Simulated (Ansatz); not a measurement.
Program: Ansatz. Geometries: PBE0-D4/def2-TZVP. ΔE: electronic, gas phase. CCSD(T)/CBS is frozen-core, at the limit of the def2 triple- and quadruple-zeta sets. DFT in def2-TZVPP. B3LYP here is the variant with VWN-RPA as its local correlation; programs differ in this. Each species was taken in one conformer, which may not be the lowest.

`COB(S)Cl` + H–F → `COB(F)S` + HCl  (ligand exchange at a B–Cl bond)

```csv
level,ΔE (eV)
B3LYP-D4,-0.55
ωB97X-V,-0.55
HF/def2-TZVPP,-0.75
HF/def2-QZVPP,-0.76
```

(1) What does CCSD(T)/CBS give? (Best estimate.)

Largest T1 diagnostic among the species: 0.012.

Results:

(1) Ansatz gave: -0.48 eV. The listed levels differ from it by -0.07, -0.07, -0.27, -0.28 eV.

In def2-TZVPP, CCSD(T) changes the Hartree–Fock value by +0.22 eV (the triples alone add +0.04 eV) and MP2 by +0.32 eV. The D4 term adds +0.08 eV with B3LYP and +0.04 eV with PBE0; it sums over pairs of atoms, weighted by their polarisabilities, and B3LYP, whose exchange is more repulsive, gets the larger term.
